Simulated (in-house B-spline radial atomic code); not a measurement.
Configurations of Ne II (Ne+), with energies counted from [He] 2s2 2p5. All numbers are computed (scalar-relativistic (X2C) r2SCAN0, spin-polarised, spherical fractional occupations, exact exchange averaged over the configuration; Fermi nucleus of rms radius 3.0055 fm) with a B-spline radial code for spherical atoms, not measured. Shells without spins written out take the highest spin.

Occupations are held fixed; configurations that lie above the ionisation limit could autoionise.

| configuration | E - E(ref) (eV) | highest orbital | its <r> (bohr) |
| --- | --- | --- | --- |
| [He] 2s1 2p6 | 25.834 | 2p down | 0.8955 |
| [He] 2s2 2p4 3p1 | 31.091 | 3p up | 3.659 |
| [He] 2s1 2p5 3d1 | 60.219 | 3d up | 5.049 |

(1) Order these further configurations by energy, lowest first.
A. [He] 2s1 2p5 3s1
B. [He] 2s2 2p4 3d1
C. [He] 2s1 2p5 3p1

Answers

(1) B (35.015 eV), A (52.616 eV), C (56.308 eV).
